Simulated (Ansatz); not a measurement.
Frontier orbitals of F3Ga (`[F][Ga]([F])[F]`).

```json
{"atom": "F1", "x (Å)": "-0.728", "y (Å)": "0.919", "z (Å)": "1.264"}
{"atom": "Ga2", "x (Å)": "0.000", "y (Å)": "0.000", "z (Å)": "0.000"}
{"atom": "F3", "x (Å)": "1.591", "y (Å)": "0.387", "z (Å)": "-0.540"}
{"atom": "F4", "x (Å)": "-0.862", "y (Å)": "-1.306", "z (Å)": "-0.724"}
```

Charge 0, multiplicity 1. Correlated methods include outer-core shells of Ga, which these sets cover unevenly. Scalar relativity is left out up to krypton. The geometry is a stationary point of PBE0-D4/def2-TZVP. Basis def2-TZVPP, Ansatz 0.2.0.

A caution on the coupled-cluster cation, which keeps the state that its UHF reference found: it lies well above the hybrids' cation and may not be the lowest state.

Task: Compute the vertical ionisation energy as the energy of the cation minus that of the neutral molecule, at each level. (Estimate.)

Result: Computed: 
| level | IE (eV) | difference from CCSD(T)/def2-TZVPP |
| --- | --- | --- |
| PBE-D4/def2-TZVPP | 13.48 | -1.64 |
| r2SCAN-D4/def2-TZVPP | 13.81 | -1.31 |
| PBE0-D4/def2-TZVPP | 14.41 | -0.71 |
| B3LYP-D4/def2-TZVPP | 14.38 | -0.74 |
| ωB97X-V/def2-TZVPP | 14.89 | -0.24 |
| ωB97M-V/def2-TZVPP | 14.87 | -0.25 |
| B2PLYP/def2-TZVPP | 15.09 | -0.03 |
| HF/def2-TZVPP | 13.63 | -1.50 |
| MP2/def2-TZVPP | 15.52 | 0.40 |
| CCSD/def2-TZVPP | 15.11 | -0.02 |
| CCSD(T)/def2-TZVPP | 15.12 | 0.00 |
| HF/def2-QZVPP | 13.60 | -1.52 |
| MP2/def2-QZVPP | 15.67 | 0.55 |

B3LYP here is the variant with VWN-RPA as its local correlation; programs differ in this.
